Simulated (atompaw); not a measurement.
**Building the PAW (atompaw) potential for ytterbium (Yb) (PBE, scalar-relativistic).**

Input for atompaw 4.2.0.5:

```
Yb 70
GGA-PBE scalarrelativistic loggrid 2001 logderivrange -8 5 326
6 6 5 4 0 0
6 0 0
6 1 0
5 2 0
4 3 13
0 0 0
c
c
c
c
v
v
c
c
c
v
v
c
c
v
v
3
2.65 2.10 1.80 1.70
n
n
y
-0.3
n
y
-1.95
n
modrrkj vanderbiltortho besselshape
bessel
1.35
2.65
1.95
2.50
2.65
2.65
1.35
1.35
PWSCFOUT
UPFDX 0.0125d0 UPFXMIN -7.d0 UPFZMESH 70.d0
END
```

Command:

```bash
atompaw < Yb.input > Yb.log
```

Output (summary file):

```
Completed calculations for Yb (AE)

 Exchange-correlation type: GGA, Perdew-Burke-Ernzerhof

 Radial integration grid is logarithmic
 r0 =   9.7284957E-05 h =   6.8099470E-03   n =      2001 rmax =   8.0000000E+01

 Scalar relativistic calculation

 AEatom converged in  36 iterations
   nz     =  70.00
   delta  =       8.514221139430E-16

 All Electron Orbital energies:
  n  l      occupancy      energy
  1  0      2.0000000E+00 -4.5039408E+03
  2  0      2.0000000E+00 -7.6514202E+02
  3  0      2.0000000E+00 -1.7442764E+02
  4  0      2.0000000E+00 -3.6330345E+01
  5  0      2.0000000E+00 -6.3040378E+00
  6  0      0.0000000E+00 -1.7819171E+00
  2  1      6.0000000E+00 -6.7457119E+02
  3  1      6.0000000E+00 -1.4713122E+02
  4  1      6.0000000E+00 -2.7364837E+01
  5  1      6.0000000E+00 -4.1969071E+00
  6  1      0.0000000E+00 -1.3241386E+00
  3  2      1.0000000E+01 -1.1392112E+02
  4  2      1.0000000E+01 -1.5568540E+01
  5  2      0.0000000E+00 -1.8419340E+00
  4  3      1.3000000E+01 -2.6455571E+00

 Total energy
   Total                    :   -28116.27558448410127

 ---
 Completed calculations for Yb (SC)

 Exchange-correlation type: GGA, Perdew-Burke-Ernzerhof

 Radial integration grid is logarithmic
 r0 =   9.7284957E-05 h =   6.8099470E-03   n =      2001 rmax =   8.0000000E+01

 Scalar relativistic calculation

 SCatom converged in   3 iterations
   nz     =  70.00
   delta  =       1.846123763151E-17

 Valence Electron Orbital energies:
  n  l      occupancy      energy
   5  0      2.0000000E+00 -6.3040378E+00
   6  0      0.0000000E+00 -1.7819171E+00
   5  1      6.0000000E+00 -4.1969071E+00
   6  1      0.0000000E+00 -1.3241386E+00
   5  2      0.0000000E+00 -1.8419340E+00
   4  3      1.3000000E+01 -2.6455571E+00

 Total energy
   Total                    :   -28116.27558439767381
   Valence                  :    -1007.69651440927817

 PAW parameters:
       lmax =            3
         rc =    2.6565219303756553
        irc =         1501
   rc_shape =    2.1074316581870458
    rc_vloc =    1.8018850621023030
    rc_core =    1.7063400831051232
   Vloc: truncated form - Vps(r)=A.sin(qr)/r for r<rc
   Projector type: modified RKKJ projectors + Vanderbilt ortho.
   Bessel compensation charge shape zeroed at   2.1074E+00

 Number of basis functions     8
 No.   n  nodes  l      Energy         Cp coeff         Occ
  1    5    4    0   -0.6304038E+01  0.8709170E+00  0.2000000E+01
  2    6    5    0   -0.1781917E+01 -0.8183117E+01  0.0000000E+00
  3    5    3    1   -0.4196907E+01 -0.7454918E+00  0.6000000E+01
  4    6    4    1   -0.1324139E+01 -0.2131554E+02  0.0000000E+00
  5    5    2    2   -0.1841934E+01  0.7058655E+01  0.0000000E+00
  6  999    3    2   -0.3000000E+00  0.1666919E+01  0.0000000E+00
  7    4    0    3   -0.2645557E+01  0.3293094E+00  0.1300000E+02
  8  999    1    3   -0.1950000E+01  0.1501993E+01  0.0000000E+00

 Eigenvalues of overlap operator (in the basis of projectors):
    1        6.44857001E-01
    2        7.03202264E-01
    3        1.09921560E+00
    4        1.56473070E+00
    5        1.02241800E+01
    6        1.84305626E+01
    7        5.42597045E+01
    8        9.35254646E+02

 Orbital leakage outside PAW augmentation regions
   orb  is_core?  %out_of_sphere
   1 0    T           0.00
   2 0    T           0.00
   3 0    T           0.00
   4 0    T           0.00
   5 0    F           0.28
   6 0    F          59.00
   2 1    T           0.00
   3 1    T           0.00
   4 1    T           0.00
   5 1    F           1.68
   6 1    F          79.01
   3 2    T           0.00
   4 2    T           0.00
   5 2    F          20.19
   4 3    F           0.26

 Summary of PAW energies
   Total valence energy     :  -1007.69739424479940
   Smooth energy            :    108.31406006289583
   One center               :  -1116.01145430769520
   Smooth kinetic           :     76.69805393197106
   Vloc energy              :     23.59909624646372
   Smooth exch-corr         :    -16.23773971786619
   One-center xc            :   -567.22373164450778
```

The run took about 13 s on one core of a shared server CPU.
